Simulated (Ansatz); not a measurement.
One change: `C=C[SiH](C)F` becomes `C=C[SiH](F)C#N`.

Ansatz, PBE0-D4/def2-TZVP geometries, multiplicity 1. Each molecule was computed in one conformer, which needn't be the lowest.

```json
{"property": "zero-point energy (PBE0-D4/def2-TZVP) / kJ/mol", "`C=C[SiH](C)F`": "238.9"}
{"property": "HOMO–LUMO gap (ωB97M-V/def2-TZVPP) / eV", "`C=C[SiH](C)F`": "11.93"}
{"property": "HOMO energy (PBE/def2-TZVPP) / eV", "`C=C[SiH](C)F`": "-7.09"}
{"property": "LUMO energy (PBE/def2-TZVPP) / eV", "`C=C[SiH](C)F`": "-1.68"}
{"property": "size of the dipole moment (PBE/def2-TZVPP) / D", "`C=C[SiH](C)F`": "1.80"}
{"property": "size of the dipole moment (ωB97M-V/def2-TZVPP) / D", "`C=C[SiH](C)F`": "1.86"}
```

Q: What does the change do to each property? (An estimate is asked.)

A: Ansatz gave: 
| property | `C=C[SiH](F)C#N` | shift |
| --- | --- | --- |
| zero-point energy (PBE0-D4/def2-TZVP) / kJ/mol | 165.7 | -73.2 |
| HOMO–LUMO gap (ωB97M-V/def2-TZVPP) / eV | 11.87 | -0.06 |
| HOMO energy (PBE/def2-TZVPP) / eV | -7.70 | -0.61 |
| LUMO energy (PBE/def2-TZVPP) / eV | -2.36 | -0.68 |
| size of the dipole moment (PBE/def2-TZVPP) / D | 3.81 | 2.01 |
| size of the dipole moment (ωB97M-V/def2-TZVPP) / D | 3.91 | 2.05 |

With PBE0 the HOMO falls by 0.62 eV and the LUMO falls by 0.70 eV, so the gap narrows by about 0.08 eV. PBE moves the HOMO by -0.61 eV and ωB97M-V by -0.61 eV. The zero-point energy changes by -73.2 kJ/mol with -6 modes. Dipoles are sizes alone; their direction can turn.

Positive LUMOs are unbound, so they and the gaps depend on the basis.
